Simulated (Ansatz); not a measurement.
C2H4BClS can be A, `BSC(=C)Cl`, or B, `SB1CC1Cl`.

Computed with Ansatz on PBE0-D4/def2-TZVP structures; ΔE is electronic, products minus reactants. CCSD(T)/CBS adds triple-zeta CCSD(T) − MP2 to the extrapolated MP2 energy (def2 sets, frozen cores). DFT in def2-TZVPP. B3LYP here is the variant with VWN-RPA as its local correlation; programs differ in this. One conformer a species, not always the lowest.

(1) Which is lower in electronic energy at CCSD(T)/CBS, and by how much? (Estimate.)

(2) Give E(B) − E(A) in kJ/mol with CCSD(T)/def2-TZVPP, B3LYP, r2SCAN-D4, MP2/def2-TZVPP, ωB97M-V, CCSD/def2-TZVPP, HF/def2-TZVPP. (Best estimate.)

(3) Does the order hold for the free energy at 298.15 K (harmonic terms from PBE0-D4)? (Best estimate.)

Largest T1 diagnostic: 0.014.

Results:

(1) Computed: B, by 0.2 kJ/mol. So small a gap doesn't settle the order.

(2) The calculation gave: CCSD(T)/def2-TZVPP -1.1, B3LYP -1.6, r2SCAN-D4 -10.8, MP2/def2-TZVPP -4.5, ωB97M-V -12.7, CCSD/def2-TZVPP -6.4, HF/def2-TZVPP -1.3. None reverses the order clearly.

(3) The calculation gave: No: G(B) − G(A) = +5.4 kJ/mol, for one conformer each. Modes under 60 cm⁻¹, often nearly free rotors, make the harmonic entropy too high.

From PBE to PBE0 (25 % exact exchange), in def2-TZVPP and without D4, E(B) − E(A) moves by −8.5 kJ/mol. The D4 term adds +3.8 kJ/mol with B3LYP and +1.7 kJ/mol with PBE0; it sums over pairs of atoms, weighted by their polarisabilities, and B3LYP, whose exchange is more repulsive, gets the larger term.
